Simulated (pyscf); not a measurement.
## H₃Si–Si(SiH₃)(SiH₃)–SiH₃, singlet

Gas-phase minimum from PySCF at ωB97X-D3(BJ)/def2-SVP, one conformer. 

```
Si
Si 1 2.3282
H 2 1.4930 1 110.09
H 2 1.4930 3 108.84 1 -120.75
H 2 1.4930 3 108.84 4 -118.49
Si 1 2.3282 2 109.51 3 59.49
H 6 1.4930 1 110.10 2 59.93
H 6 1.4930 7 108.84 1 -120.75
H 6 1.4930 7 108.84 8 -118.48
Si 1 2.3282 2 109.51 3 -60.50
H 10 1.4930 1 110.11 2 -60.58
H 10 1.4930 11 108.84 1 120.72
H 10 1.4930 11 108.84 12 118.49
Si 1 2.3282 2 109.52 3 179.53
H 14 1.4930 1 110.13 2 -60.68
H 14 1.4930 15 108.84 1 -120.78
H 14 1.4930 15 108.84 16 -118.49
```

Properties at ωB97X-D3(BJ)/def2-SVP:

```json
{
 "harmonic_wavenumbers_unscaled": "80, 80, 80, 84, 84, 84, 94, 94, 94, 317, 460, 460, 460, 475, 475, 475, 574, 574, 597, 597, 597, 878, 878, 878, 931, 948, 948, 948, 953, 953, 956, 956, 956, 2239, 2239, 2239, 2246, 2248, 2248, 2248, 2249, 2249, 2252, 2252, 2252 cm⁻¹",
 "zero_point_energy": "64.3 kcal/mol",
 "rotational_symmetry_number": "12",
 "Entropy of this conformer at 298 K and 1 atm, rigid rotor and harmonic oscillator, modes under 100 cm⁻¹ raised to 100": "446.9 J/(mol K)",
 "dipole_moment": "0.00 D"
}
```

Single-point totals, which compare only within one level:

```tsv
level	total energy (hartree)
ωB97X-D3(BJ)/def2-TZVP	-1454.87813
PBE/def2-TZVP	-1453.93719
r²SCAN/def2-TZVP	-1454.57443
B3LYP-D3(BJ)/def2-TZVP	-1454.86398
PBE0-D3(BJ)/def2-TZVP	-1454.11333
M06-2X/def2-TZVP	-1454.57718
ωB97M-D3(BJ)/def2-TZVP	-1454.91225
```

Soft torsions are taken as harmonic, which can shift the entropy by several J/(mol K).
